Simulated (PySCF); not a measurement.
The dipole of `N#CC1=CC=CC(F)=C1` from its density and from atomic charges.

Coordinates (GFN2-xTB, Å) and charges (e) from the PBE0/pcSseg-1 density (PySCF):

| atom | x | y | z | Mulliken | IAO | Hirshfeld | ESP-fitted |
| --- | --- | --- | --- | --- | --- | --- | --- |
| N1 | 3.595 | -0.478 | 0.088 | -0.2335 | -0.2297 | -0.2122 | -0.4432 |
| C2 | 2.460 | -0.326 | 0.061 | +0.1569 | +0.1413 | +0.0802 | +0.3639 |
| C3 | 1.057 | -0.133 | 0.026 | -0.2713 | -0.0372 | +0.0144 | +0.0677 |
| C4 | 0.536 | 1.160 | -0.024 | +0.0465 | -0.1410 | -0.0350 | -0.2519 |
| C5 | -0.834 | 1.347 | -0.060 | -0.0680 | -0.1344 | -0.0313 | -0.0533 |
| C6 | -1.692 | 0.260 | -0.044 | -0.1180 | -0.1761 | -0.0498 | -0.3004 |
| C7 | -1.154 | -1.015 | 0.006 | +0.3297 | +0.3032 | +0.0982 | +0.4195 |
| F8 | -1.986 | -2.072 | 0.019 | -0.2756 | -0.2619 | -0.0770 | -0.2036 |
| C9 | 0.208 | -1.239 | 0.042 | -0.0116 | -0.1713 | -0.0475 | -0.3489 |
| H10 | 1.207 | 2.005 | -0.037 | +0.1005 | +0.1733 | +0.0635 | +0.1868 |
| H11 | -1.239 | 2.347 | -0.100 | +0.1096 | +0.1691 | +0.0636 | +0.1514 |
| H12 | -2.763 | 0.387 | -0.072 | +0.1196 | +0.1780 | +0.0644 | +0.1924 |
| H13 | 0.600 | -2.243 | 0.078 | +0.1153 | +0.1866 | +0.0687 | +0.2197 |

Form Σ q r in debye for every column and set it beside the full dipole.

The full density gives (-3.48, 1.81, -0.13) D, 3.93 D in size; dipole vectors point from the negative to the positive end.

| scheme | μx | μy | μz | size (D) | share of the full size (%) | angle to the full dipole (°) |
| --- | --- | --- | --- | --- | --- | --- |
| Mulliken | -2.74 | 2.52 | -0.14 | 3.73 | 95 | 15 |
| IAO | -2.06 | 2.50 | -0.12 | 3.24 | 82 | 23 |
| Hirshfeld | -2.73 | 1.17 | -0.09 | 2.97 | 76 | 4 |
| ESP-fitted | -3.47 | 1.83 | -0.13 | 3.93 | 100 | 0 |

Which set comes closest?

Length of the difference vector: ESP-fitted 0.02 D, Hirshfeld 0.99 D, Mulliken 1.03 D, IAO 1.58 D. Closest: ESP-fitted. ESP charges are fitted to the potential around the molecule, whose slowest-falling term is the dipole's. The schemes that divide the density aren't constrained to reproduce the dipole.

What is left for the Hirshfeld atoms' own dipoles?

The Hirshfeld atoms' densities add up to the full density, so μ = Σ q r + Σ (atomic dipoles). The atomic dipoles sum to (-3.48, 1.81, -0.13) − (-2.73, 1.17, -0.09) = (-0.75, 0.64, -0.04) D, 0.99 D in size.

With the origin at the mean of the coordinates, (0.000, 0.000, -0.001) Å, which are the largest single terms, by size, of the ESP-fitted dipole along the direction of the full one?

N1 +7.26, C2 -4.08, H12 +2.43, C6 -2.34, H13 -1.66 D; all 13 atoms together +3.93 D. The single terms depend on the origin, their sum doesn't.

Give the size of the full dipole in other units.

3.93 D = 1.545 au = 0.818 e·Å = 13.10 × 10⁻³⁰ C·m.

Geometry: GFN2-xTB; no solvent, vibrations or thermal averaging.
